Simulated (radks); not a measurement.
Q: Isoelectronic series with 59 electrons, all held in the configuration [Xe] 4f3 6s2, which need not be the ground one along the series. All-electron calculation, Dirac Kohn-Sham, BLYP, spin-unpolarised, spherical densities, point nucleus; open shells fill j = l - 1/2 first. Program: a radial shooting solver on a logarithmic mesh with Libxc functionals. Total energies (hartree) and mean radii <r> (bohr) (* marks an orbital that is empty in some or all of the ions):

ion    E (hartree)  4f7/2*   4f5/2  6s1/2
Pr      -9243.3930   1.241   1.208  4.485
Nd+     -9630.3873  0.9946  0.9836  3.735
Pm2+   -10026.7573  0.8848  0.8770  3.272
Sm3+   -10432.5271  0.8104  0.8039  2.946
Eu4+   -10847.7420  0.7538  0.7481  2.698
Gd5+   -11272.4579  0.7081  0.7030  2.499
Tb6+   -11706.7377  0.6698  0.6650  2.335
Dy7+   -12150.6501  0.6370  0.6324  2.195
Ho8+   -12604.2686  0.6082  0.6039  2.075
Er9+   -13067.6715  0.5827  0.5785  1.969
Tm10+  -13540.9412  0.5598  0.5557  1.876
Lu12+  -14517.4326  0.5202  0.5163  1.716
Hf13+  -15020.8407  0.5028  0.4990  1.648
Ta14+  -15534.4884  0.4868  0.4830  1.585
W15+   -16058.4800  0.4720  0.4682  1.527
Re16+  -16592.9243  0.4581  0.4544  1.474

Estimate the row of Yb11+.

A: E (hartree) -14024.1646; 4f7/2* 0.5391; 4f5/2 0.5351; 6s1/2 1.792.
